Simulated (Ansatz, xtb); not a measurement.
# C6H7NO2: which of two isomers lies lower

Structure I: `C=Cc1cnc(OC)o1`, a singlet. Structure II: `C=Cc1coc(OC)n1`, a singlet. Both are isolated molecules in the gas phase, relaxed with B3LYP-D3(BJ)/def2-SVP; each stands in its lowest conformer found.

Quicker runs give these differences E(II) − E(I): GFN2-xTB +1.25 kcal/mol; HF/STO-3G +0.52 kcal/mol (at GFN2-xTB geometries); r2SCAN-D4/def2-SVP −0.61 kcal/mol (at GFN2-xTB geometries).

**Question.** Estimate which is lower in electronic energy at CCSD(T)/def2-SVP + ΔMP2/def2-TZVPP, and by roughly how much.

**Answer.** The CCSD(T)/def2-SVP + ΔMP2/def2-TZVPP calculation puts structure II lower, by 1.29 kcal/mol.

Level by level:

```
                             level               geometry  E(II) − E(I) (kcal/mol)  departure from the last row (kcal/mol)  job, with rough time for the two
                          GFN2-xTB               GFN2-xTB                     +1.25                                   +2.54              optimisation, 0.15 s
                         HF/STO-3G               GFN2-xTB                     +0.52                                   +1.81              single point, 0.68 s
                r2SCAN-D4/def2-SVP               GFN2-xTB                     −0.61                                   +0.68               single point, 4.3 s
             B3LYP-D3(BJ)/def2-SVP  B3LYP-D3(BJ)/def2-SVP                     −0.51                                   +0.78                optimisation, 55 s
                       HF/def2-SVP  B3LYP-D3(BJ)/def2-SVP                     −1.28                                   +0.02           part of the CCSD(T) run
                      MP2/def2-SVP  B3LYP-D3(BJ)/def2-SVP                     −0.84                                   +0.46           part of the CCSD(T) run
                  CCSD(T)/def2-SVP  B3LYP-D3(BJ)/def2-SVP                     −1.09                                   +0.21                      single point
CCSD(T)/def2-SVP + ΔMP2/def2-TZVPP  B3LYP-D3(BJ)/def2-SVP                     −1.29                                                     single point, 1.8 min
```

As drawn, both hold the same kinds of bond in the same numbers.

GFN2-xTB, HF/STO-3G put the two in the other order. The largest departure from CCSD(T)/def2-SVP + ΔMP2/def2-TZVPP is that of GFN2-xTB, 2.54 kcal/mol. The last row adds to CCSD(T) the change of the MP2 difference between the two basis sets, here −0.21 kcal/mol.

With thermal terms from frequencies at re-optimised GFN2-xTB minima (ideal gas, soft modes damped towards free rotors, one conformer each, 298.15 K, 1 atm): on the last row, ΔE + ΔZPE = −1.36, ΔH = −1.38, ΔG = −1.37 kcal/mol.

The correlated steps freeze 9 core orbitals. Codes used: Ansatz 0.2.0, xtb 6.7.1; the last row on 2 threads of Intel(R) Xeon(R) 6975P-C (Granite Rapids) on a shared host.
